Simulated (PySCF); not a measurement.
## Structure elucidation problem

Molecular formula: C6H15PSi. Simulated spectra:

$^{1}$H NMR (400 MHz, computed): δ 8.87 (m, 1H), 2.42 (m, 3H), 1.48 (m, 2H), 0.06 (s, 9H).

$^{13}$C{$^{1}$H} NMR (computed): δ 201.3, 25.5, 21.6, 2.0 (3C).

- geometry from GFN2-xTB
- shielding tensors at PBE0/pcSseg-1 (GIAO)
- run in PySCF 2.14.0 with density-fitted response routines
- single conformer, one averaged value for each set of equivalent atoms, no solvent model, relativity neglected

δ = σ(ref) − σ, references computed at the same level: $^{1}$H and $^{13}$C against TMS.

Problem. Which of these isomers gave the spectra?
A. C/C=P/C[Si](C)(C)C
B. C[Si](C)(C)P1CCC1
C. CCCP1CC([SiH3])C1
D. CC(C)C1CP([SiH3])C1

Solution. A. 

4 carbon signals for 6 carbons: some carbons are equivalent by symmetry or fast rotation. Carbon types of the structure: 1 × CH, 1 × CH2, 4 × CH3, which accounts for all hydrogens. δC 201.3: carbon double-bonded to a heavier main-group atom. δC 25.5: methyl carbon; a saturated carbon with 1 carbon neighbour and no heteroatom attached. δC 2.0: methyl carbon bonded to Si; an electropositive neighbour leaves it electron-rich and shielded. δH 8.87: hydrogen on a carbon double-bonded to a heavier main-group atom. δH 0.06: hydrogen on a methyl carbon bonded to Si; an electropositive neighbour shields it, as in TMS itself.

The others: CC(C)C1CP([SiH3])C1 would give 6 signals for carbon-bound and other non-exchanging H, not 4; C[Si](C)(C)P1CCC1 would give 3 carbon signals, not 4; CCCP1CC([SiH3])C1 would give 5 carbon signals, not 4.

Splittings by $^{31}$P in the carbon and heteronuclear signals aren't shown, as no couplings were computed. Shifts are as computed. Against solution values, carbons near 30 ppm lie about +3 ppm off and those near 130 ppm about +5 ppm. Of 1211 compounds with measured shifts, 218 miss one by over three times the rms of a fit or turn the order of signals round; such compounds aren't used in these exercises. No couplings were computed; multiplicities are counted from neighbouring protons, with m where these are inequivalent, close in shift, in a saturated or five-membered ring or joined by F or P, and br s for small geminal =CH2 splittings.
